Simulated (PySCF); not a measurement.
# Dipole moment and polarisability of `COC(=O)c1ccnnc1`

Species: C₆H₆N₂O₂.
Atom-mapped SMILES: `[CH3:1][O:2][C:3](=[O:4])[c:5]1[cH:6][cH:7][n:8][n:9][cH:10]1` (hydrogens: H11, H12, H13 on C1; H14 on C6; H15 on C7; H16 on C10)

Geometry (PBE0-D3(BJ)/def2-SVP, Å), atoms numbered from 1 in this order:
```xyz
16
C6H6N2O2 angstrom
C     -2.960   -0.494    0.075
O     -1.548   -0.589   -0.033
C     -0.873    0.545    0.150
O     -1.389    1.606    0.387
C      0.599    0.344    0.028
C      1.194   -0.880   -0.236
C      2.588   -0.892   -0.313
N      3.339    0.192   -0.148
N      2.774    1.355    0.102
C      1.453    1.441    0.189
H     -3.251   -0.209    1.097
H     -3.353    0.259   -0.622
H     -3.354   -1.487   -0.169
H      0.599   -1.784   -0.375
H      3.137   -1.815   -0.518
H      1.038    2.432    0.399
```

Level: CAM-B3LYP/def2-SVPD (PySCF), static field, nuclei fixed, core orbitals frozen in the response. The polarisability tensor in these axes (au):

```
x   116.48  -0.22  -3.55
y    -0.22  93.02   7.33
z    -3.55   7.33  56.13
```

Problem. Diagonalise the tensor; give its mean and Δα, where Δα² is half the sum of the squared differences of the eigenvalues.

Solution. Principal values 54.53, 94.39 and 116.71 au; mean 88.54 au = 13.12 Å³ = 14.60 × 10⁻⁴⁰ C²·m²/J; Δα = 54.56 au (62 % of the mean).

Problem. What is the dipole moment, and where does it point?

Solution. (-3.77, -3.72, -0.50) D, 5.32 D in size, pointing from the negative to the positive side. Measured along this direction, the outermost atoms are N9 at the negative end and H13 at the positive end.

Problem. What depolarisation ratio follows for Rayleigh scattering of linearly polarised light, taking the static tensor?

Solution. ρ = 3Δα²/(45ᾱ² + 4Δα²) = 8929.0/(352798 + 11905.3) = 0.0245.

Problem. How large is μ²/3kT at 400 K beside α?

Solution. In Gaussian units μ²/3kT = 170.69 Å³ against 13.12 Å³, a ratio of 13.01; the Debye molar polarisation (4π/3)N_A(α + μ²/3kT) is 463.7 cm³/mol, leaving out the vibrational part.

Problem. What are the principal values of the traceless quadrupole moment, Θ = ½Σq(3rr − r²1), about the centre of nuclear charge?

Solution. -6.92, 3.37, 3.55 D·Å. The values depend on the origin, since the dipole doesn't vanish. The electronic extent ⟨r²⟩ about the same centre is 1562 bohr², a root-mean-square distance of 2.46 Å for the 72 electrons.

Problem. Estimate the molar refractivity from the static electronic polarisability.

Solution. Lorentz–Lorenz: R = (4π/3)N_A α = 2.5225 cm³/(mol·Å³) × 13.12 Å³ = 33.1 cm³/mol, in the limit of long wavelengths.

Problem. What would n − 1 = 2πNα be for an ideal gas of these molecules at 400 K and 1 atm, electronic part alone?

Solution. N = p/kT = 1.8347 × 10¹⁹ cm⁻³, so n − 1 = 2π × N × 13.12 × 10⁻²⁴ cm³ = 1513 × 10⁻⁶ at long wavelengths, for an ideal gas.

Geometry: PBE0-D3(BJ)/def2-SVP, one conformer, isolated molecule.

The run behind these numbers computed excited states as well. The run took 2.3 min of wall time on one thread of an Arm Neoverse V1, no GPU (shared host).
